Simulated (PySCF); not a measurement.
Energy profile

The step: AlH₃ + AsH₃ → AlAsH₄ ([AlH2][AsH2]) + H₂; bonds formed: Al1–As6, H2–H5; bonds broken: Al1–H2, H5–As6 (atoms numbered as in the saddle structure below).

```xyz
8
angstrom
Al -0.2883 -0.9132 -0.3893
H 1.1786 -0.6856 -1.2113
H -1.4703 -0.7357 -1.4149
H -0.0945 -1.8881 0.8305
H 0.9604 0.2612 -0.6454
As 0.3022 1.6275 0.4541
H -1.1977 1.3963 0.6021
H 0.6096 0.9374 1.7743
```

Electronic energies by CCSD(T) at an estimated basis limit (MP2 extrapolated from triple and quadruple zeta, plus CCSD(T) − MP2 in triple zeta), on PBE0-D4/def2-TZVP structures; AlAsH₆, closed shell; no counterpoise correction. PySCF 2.14 with density fitting (its default auxiliary sets; JK sets also for MP2 and CCSD(T)); basis: def2-TZVPP and def2-QZVPP; cores frozen in the correlated methods. Filled d shells of the heavier atoms are correlated. The def2 sets are not built for correlating such inner shells, so the correlated values are less sure here. Extrapolation: Hartree–Fock as exp(−7.88 √X), correlation as X^−2.97.

Give the profile in kcal/mol, counted from the separated reactants. (To be estimated.)

By the calculation:
```
                                                                                               point  kcal/mol
                        separated: AlH₃ (Al1, H2, H3, H4; singlet) + AsH₃ (H5, As6, H7, H8; singlet)      0.00
                                                                                     start structure     -4.46
                                                                                              saddle     13.86
                                                                                       end structure    -13.83
separated: AlAsH₄ (linked as [AlH2][AsH2]; Al1, H3, H4, As6, H7, H8; singlet) + H₂ (H2, H5; singlet)    -11.54
```

No T1 diagnostic of these runs exceeds 0.012. The end structure is not quite a true minimum (one mode of 68i cm⁻¹).

For scale, one of the runs: CCSD(T)/def2-TZVPP, 174 basis functions, launched by `OMP_NUM_THREADS=4 python run.py`. Time: 3 min of wall clock on 4 CPU threads of an Arm Neoverse V2; the host was shared. Peak host memory: 1.6 GiB.
